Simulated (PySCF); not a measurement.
## How methods differ on the ionisation energy of Os⁶⁸⁺

Os⁶⁸⁺ [He] 2s2 2p4 [2p1/2^2 2p3/2^2, M_J = 2] → Os⁶⁹⁺ [He] 2s2 2p3 [2p1/2^2 2p3/2^1, M_J = 3/2], as a difference of total energies. Computed with PySCF 2.14 in an uncontracted even-tempered set (16 s from 54 bohr⁻², ratio 2.4; 13 p from 70 bohr⁻², ratio 2.4; 5 d from 240 bohr⁻², ratio 2.6; 4 f from 360 bohr⁻², ratio 2.6), with the two-component X2C-1e Hamiltonian. Correlated levels: nothing frozen; the 28 highest virtual spinors dropped. "Screened" scales the spin-orbit matrix elements by Boettger's factors to mimic the two-electron term; Breit and QED terms are absent.

```csv
method,ionisation energy (eV)
GHF (spin-free),17704.2
GMP2 (spin-free),17706.0
GHF (screened spin-orbit),17288.4
GMP2 (screened spin-orbit),17288.7
```

For this ion Breit and QED terms and the two-electron picture change, all absent here, outweigh the correlation shift from GHF to GMP2.

The spin-free rows relax to the high-spin LS determinant and lack the spin-orbit shift.

The labels give the starting determinants; with spin-orbit coupling the two ends relaxed to ⟨J²⟩ = 6.00, ⟨L²⟩ = 3.31, ⟨S²⟩ = 1.38 and ⟨J²⟩ = 3.75, ⟨L²⟩ = 2.61, ⟨S²⟩ = 1.46.

For comparison: 17270 ± 50 eV (theoretical estimate listed by NIST; NIST Atomic Spectra Database, ionization energies).
